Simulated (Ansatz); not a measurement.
n-GeGeGeSiGeGeH14 (SiGe₅H₁₄). Total charge 0; singlet. Geometry PBE-D4/def2-SVP; atoms count from 1.

Cartesian coordinates in Å:
```
Ge -0.435 -2.702 -0.106
Ge -1.296 -0.947 -1.567
Ge -2.363 0.780 -0.209
Si -0.786 1.538 1.427
Ge 1.293 2.060 0.348
Ge 2.754 0.119 0.115
H 0.250 -2.065 1.133
H 0.600 -3.599 -0.836
H -1.607 -3.591 0.392
H -0.127 -0.296 -2.359
H -2.292 -1.550 -2.597
H -2.796 1.976 -1.106
H -3.639 0.202 0.468
H -1.312 2.753 2.150
H -0.557 0.451 2.446
H 1.010 2.658 -1.061
H 2.060 3.143 1.162
H 2.164 -0.908 -0.888
H 2.928 -0.581 1.489
H 4.151 0.558 -0.401
```

Question: Estimate the Mulliken populations from the PBE0/def2-TZVP orbitals of Ansatz.

Answer: 
| atom | charge (e) |
| --- | --- |
| Ge1 | -0.05 |
| Ge2 | -0.11 |
| Ge3 | -0.01 |
| Si4 | -0.05 |
| Ge5 | -0.06 |
| Ge6 | -0.05 |
| H7 | 0.03 |
| H8 | 0.02 |
| H9 | 0.02 |
| H10 | 0.04 |
| H11 | 0.03 |
| H12 | 0.02 |
| H13 | 0.03 |
| H14 | 0.00 |
| H15 | 0.01 |
| H16 | 0.03 |
| H17 | 0.03 |
| H18 | 0.03 |
| H19 | 0.02 |
| H20 | 0.02 |
Mulliken values depend strongly on the basis.

Question: And the Mayer bond orders between heavy atoms (over 0.3)?

Answer: Ge1–Ge2 0.89 (2.44 Å); Ge2–Ge3 0.88 (2.44 Å); Ge3–Si4 0.93 (2.40 Å); Si4–Ge5 0.91 (2.40 Å); Ge5–Ge6 0.90 (2.44 Å).
